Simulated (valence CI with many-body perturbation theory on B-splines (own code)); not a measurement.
The numbers below are computed, except where a source is named.
## Pm XL: what each term of the Hamiltonian does

Method: configuration interaction combined with many-body perturbation theory (CI+MBPT): four valence electrons over a frozen Dirac-Fock core [Ar], a basis of 9 s, 9 p, 10 d, 8 f, 5 g, 3 h, 1 i functions for each j, with the one-electron correlation potential Σ1 (screened to all orders), the two-electron term Σ2, the three-electron term Σ3, Breit, model QED; selected single and double excitations, second order for the rest (own B-spline code, finite nucleus).

The last digits are not significant, and no measured levels were compared; by estimate large intervals hold to a few tenths of a per cent, small ones and those within an open d or f shell to about a per cent. Only levels of the ground parity were solved; by the run's estimate the other parity begins above the list, which can be wrong where configurations are misplaced.

Each rung adds one term. CI alone is the Dirac-Coulomb CI over the frozen core; QED comes last and gives the full result, which names the levels. Energies are above (3d3/2^4) J=0 on the same rung, in cm⁻¹.

Levels are named by their leading jj configuration (3d3/2^4 stands for four electrons in 3d with j = 3/2), which in mixed levels can hold well under half, so a name can repeat and another be missing. Letters in brackets count levels of one name in rising energy.

| Level | CI alone | + Σ1 | + Σ2 | + Σ3 | + Breit | Full |
| --- | --- | --- | --- | --- | --- | --- |
| (3d3/2^3 3d5/2) J=1 | 176757 | 177968 | 181051 | 182071 | 175403 | 176051 |
| (3d3/2^3 3d5/2) J=2 | 257183 | 258655 | 260746 | 261758 | 251451 | 252218 |
| (3d3/2^3 3d5/2) J=4 | 262502 | 263784 | 266861 | 266554 | 253337 | 253993 |
| (3d3/2^3 3d5/2) J=3 | 285512 | 286961 | 288603 | 289006 | 278027 | 278771 |
| (3d3/2^2 3d5/2^2) J=0 [a] | 414604 | 417021 | 420604 | 420434 | 408602 | 409871 |
| (3d3/2^2 3d5/2^2) J=4 [a] | 435120 | 437601 | 443517 | 444248 | 425635 | 426934 |
| (3d3/2^2 3d5/2^2) J=2 [a] | 435732 | 438004 | 440137 | 441682 | 428926 | 430103 |
| (3d3/2^2 3d5/2^2) J=3 [a] | 449163 | 451593 | 455244 | 455977 | 440574 | 441834 |
| (3d3/2^2 3d5/2^2) J=5 | 480037 | 482520 | 488470 | 488874 | 467337 | 468617 |
| (3d3/2^2 3d5/2^2) J=6 | 502341 | 504855 | 512092 | 512163 | 486183 | 487473 |
| (3d3/2^2 3d5/2^2) J=1 | 496547 | 499111 | 500025 | 501217 | 486648 | 487966 |
| (3d3/2^2 3d5/2^2) J=4 [b] | 532056 | 534616 | 537424 | 536678 | 515955 | 517257 |
| (3d3/2^2 3d5/2^2) J=3 [b] | 535555 | 538032 | 537673 | 538049 | 520739 | 521995 |
| (3d3/2^2 3d5/2^2) J=2 [b] | 540098 | 542662 | 541963 | 543037 | 525663 | 526967 |
| (3d3/2^2 3d5/2^2) J=2 [c] | 612045 | 614711 | 614037 | 614916 | 600189 | 601522 |
| (3d3/2^2 3d5/2^2) J=4 [c] | 633175 | 636214 | 637868 | 639004 | 618950 | 620490 |
| (3d3/2 3d5/2^3) J=3 [a] | 687300 | 690948 | 695505 | 695852 | 674875 | 676767 |
| (3d3/2 3d5/2^3) J=4 [a] | 697328 | 700615 | 703559 | 703669 | 682476 | 684161 |
| (3d3/2^2 3d5/2^2) J=2 [d] | 714041 | 716897 | 712148 | 713569 | 698013 | 699420 |
| (3d3/2 3d5/2^3) J=1 [a] | 720287 | 723946 | 725654 | 725423 | 706537 | 708425 |
| (3d3/2 3d5/2^3) J=5 | 725041 | 728793 | 734998 | 735185 | 707066 | 709005 |
| (3d3/2 3d5/2^3) J=6 | 733058 | 736804 | 745620 | 745711 | 714595 | 716524 |
| (3d3/2 3d5/2^3) J=0 | 756920 | 760293 | 758476 | 758274 | 740315 | 742034 |
| (3d3/2 3d5/2^3) J=2 [a] | 779712 | 783408 | 783799 | 784954 | 763728 | 765608 |
| (3d3/2 3d5/2^3) J=3 [b] | 794346 | 798099 | 798561 | 798709 | 774903 | 776813 |
| (3d3/2^2 3d5/2^2) J=0 [b] | 882367 | 885875 | 878591 | 876494 | 859904 | 861605 |
| (3d3/2 3d5/2^3) J=3 [c] | 881656 | 885521 | 884166 | 885052 | 863178 | 865116 |
| (3d3/2 3d5/2^3) J=1 [b] | 884003 | 887842 | 883972 | 885519 | 867403 | 869326 |
| (3d3/2 3d5/2^3) J=4 [b] | 892022 | 895894 | 896218 | 896778 | 872552 | 874487 |
| (3d3/2 3d5/2^3) J=2 [b] | 916160 | 920128 | 916161 | 917500 | 895725 | 897704 |
| (3d5/2^4) J=4 | 974543 | 979449 | 984887 | 984506 | 955346 | 957875 |

Question: How does the ionisation energy move along the ladder, and which term matters most?

Answer: CI alone 2883.5, + Σ1 2886.0, + Σ2 2894.3, + Σ3 2894.5, + Breit 2892.3, + QED 2892.4 eV. The largest step is Σ2, 8.3 eV. NIST lists 2892 ± 4 eV (theoretical).
